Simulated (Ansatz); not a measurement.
Reaction (ligand exchange at the Si–O bond): `FC(F)O[SiH3]` + `[SH][GeH3]` → `[SiH3][S][GeH3]` + `OC(F)F`

Gas-phase electronic energies from Ansatz, PBE0-D4/def2-TZVP geometries. CCSD(T)/CBS is the MP2 limit (def2-TZVPP, def2-QZVPP) plus CCSD(T) − MP2 in def2-TZVPP, frozen cores. DFT in def2-TZVPP. B3LYP here is the variant with VWN-RPA as its local correlation; programs differ in this. For Ge outer-core shells are correlated without core-valence functions, which leaves a few kJ/mol of doubt a bond. Scalar relativity is left out up to krypton. One conformer a species, not always the lowest.

Problem. Is it downhill or uphill in electronic energy at CCSD(T)/CBS, and by how much? (An estimate is asked.)

Solution. The calculation gave: Uphill: ΔE = +16.1 kJ/mol.

Problem. What do these levels give: PBE0-D4, r2SCAN0-D4, ωB97X-V, r2SCAN, PBE0, B3LYP, CAM-B3LYP, CCSD(T)/def2-SVP, CCSD/def2-TZVPP, CCSD(T)/def2-TZVPP, HF/CBS(def2), CCSD/CBS(def2)? (An estimate is asked.)

Solution. Computed: PBE0-D4 5.9, r2SCAN0-D4 13.8, ωB97X-V 18.8, r2SCAN 14.7, PBE0 8.2, B3LYP 24.1, CAM-B3LYP 28.4, CCSD(T)/def2-SVP 17.9, CCSD/def2-TZVPP 22.1, CCSD(T)/def2-TZVPP 18.9, HF/CBS(def2) 36.4, CCSD/CBS(def2) 19.2 kJ/mol.

Problem. What do rigid-rotor, harmonic-oscillator terms from PBE0-D4/def2-TZVP frequencies (298.15 K, 1 bar) make of the CCSD(T)/CBS value? (Estimate.)

Solution. Ansatz gave: ΔZPE = +6.8 kJ/mol, ΔH = +22.8 kJ/mol, ΔS = 5 J/(mol·K), ΔG = +21.2 kJ/mol. Modes under 50 cm⁻¹ make the entropy rough.

Largest T1 diagnostic among the species: 0.012.

From BLYP to BHLYP (50 % exact exchange), in def2-TZVPP and without D4, ΔE moves by +4.6 kJ/mol. The D4 term adds −4.3 kJ/mol with B3LYP and −2.3 kJ/mol with PBE0; it sums over pairs of atoms, weighted by their polarisabilities, and B3LYP, whose exchange is more repulsive, gets the larger term. Leaving LDA and LC-ωPBE aside and taking each functional with its dispersion term where it has one, the values, not all of them listed here, spread over 22.3 kJ/mol, from revPBE-D4 to CAM-B3LYP-D4.
